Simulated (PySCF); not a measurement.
Core-level binding energies of trifluoromethylgermane

Trifluoromethylgermane, CH3F3Ge.
Structure used (PBE0-D3(BJ)/def2-SVP), in Å, numbered top down from 1:
```
atom  x, y, z in Å
F1     1.6045   -0.2207   -1.0704
C2     0.9775   -0.1077    0.1077
F3     1.5212    0.9341    0.7496
F4     1.2625   -1.2071    0.8177
Ge5   -0.9922    0.1139   -0.1215
H6    -1.2290    1.3869   -0.9412
H7    -1.5102   -1.1277   -0.8560
H8    -1.6078    0.2291    1.2775
```

Theory: PySCF 2.14.0, delta-SCF UKS SCAN, pcX-2 on the ionised atom, pcseg-1 elsewhere, spin-free X2C. These are vertical core ionisation energies against the vacuum level, from separate self-consistent calculations with and without the core hole.

Task: Give the core binding energies atom by atom.

Result: 
```
 atom(s)              environment  level  binding energy (eV)  count
F1/F3/F4  fluorine of a CF3 group   F 1s               693.85      3
      C2               CF3 carbon   C 1s               297.61      1
```

Task: Which effective nuclear charge Zeff reproduces each element's mean 1s value in the hydrogen-like formula E = 13.606 eV × Zeff²?

Result: C (Z = 6): mean 297.6 eV, Zeff = 4.68, Z − Zeff = 1.32; F (Z = 9): mean 693.8 eV, Zeff = 7.14, Z − Zeff = 1.86. Means run over the listed sites, weighted by atom count.

The first atom of each set that the bonding makes equivalent was ionised and stands for the set. No level of germanium is listed. Isolated species at its PBE0-D3(BJ)/def2-SVP geometry, gas phase.
